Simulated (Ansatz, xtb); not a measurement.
## Relative energy of two isomers of C6H3NOS

Structure X: `N#Cc1ccc(=S)oc1`, a singlet. Structure Y: `N#Cc1sccc1C=O`, a singlet. Both are isolated molecules in the gas phase, relaxed with B3LYP-D3(BJ)/def2-SVP; each stands in its lowest conformer found.

Task: Estimate which is lower in electronic energy at CCSD(T)/def2-SVP + ΔMP2/def2-TZVPP, and by roughly how much.

Result: The CCSD(T)/def2-SVP + ΔMP2/def2-TZVPP calculation puts structure Y lower, by 61.6 kJ/mol.

Level by level:

```csv
level,geometry,E(Y) − E(X) (kJ/mol),departure from the last row (kJ/mol),"job, with rough time for the two"
GFN2-xTB,GFN2-xTB,+17.2,+78.8,"optimisation, 0.14 s"
HF/STO-3G,GFN2-xTB,−68.6,−7.0,"single point, 0.42 s"
r2SCAN-D4/def2-SVP,GFN2-xTB,−41.9,+19.7,"single point, 3.9 s"
B3LYP-D3(BJ)/def2-SVP,B3LYP-D3(BJ)/def2-SVP,−38.4,+23.2,"optimisation, 29 s"
HF/def2-SVP,B3LYP-D3(BJ)/def2-SVP,−39.3,+22.3,part of the CCSD(T) run
MP2/def2-SVP,B3LYP-D3(BJ)/def2-SVP,−74.2,−12.6,part of the CCSD(T) run
CCSD(T)/def2-SVP,B3LYP-D3(BJ)/def2-SVP,−56.9,+4.7,single point
CCSD(T)/def2-SVP + ΔMP2/def2-TZVPP,B3LYP-D3(BJ)/def2-SVP,−61.6,,"single point, 85 s"
```

As drawn, Y has 2 C∷S, 3 C∷C, 1 C=O in place of 1 C–C, 2 C=C, 1 C=S, 2 C–O (∷ is an aromatic bond). Structure X has a 6-membered ring, Y a 5-membered ring (with an aromatic ring).

GFN2-xTB puts the two in the other order. The largest departure from CCSD(T)/def2-SVP + ΔMP2/def2-TZVPP is that of GFN2-xTB, 78.8 kJ/mol. The last row adds to CCSD(T) the change of the MP2 difference between the two basis sets, here −4.7 kJ/mol.

With thermal terms from frequencies at re-optimised GFN2-xTB minima (ideal gas, soft modes damped towards free rotors, one conformer each, 298.15 K, 1 atm): the zero-point term adds −3.5 kJ/mol; ΔH is −63.9 and ΔG −66.6 kJ/mol.

The correlated steps freeze 13 core orbitals. Programs: Ansatz 0.2.0, xtb 6.7.1; the last row on 4 threads of Arm Neoverse V2 on a shared host.
